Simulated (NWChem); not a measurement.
Correlation energy of phosphorus nitride (NP)

SMILES: P#N
```xyz
2

N      0.0000     0.0000     1.0149
P      0.0000     0.0000    -0.4736
```
Charge 0, spin multiplicity 1.

All runs are NWChem calculations. Structure: optimised with PBE0/def2-SVP, a minimum by its harmonic frequencies.

Basis set: def2-QZVP. Each correlation energy counts from its own Hartree-Fock reference.

The correlated methods keep 6 core orbitals frozen. Coupled-cluster values serve here as a point of comparison, not as the truth.

Q: Order these methods by the correlation energy they give, lowest first: CCSD(T), CCSD+T(CCSD), CR-CCSD(T), CR-CCSD[T], SCS-MP2.

A: CCSD+T(CCSD) (-391.8 mHa), CCSD(T) (-390.5 mHa), CR-CCSD[T] (-385.8 mHa), CR-CCSD(T) (-384.8 mHa), SCS-MP2 (-365.6 mHa)
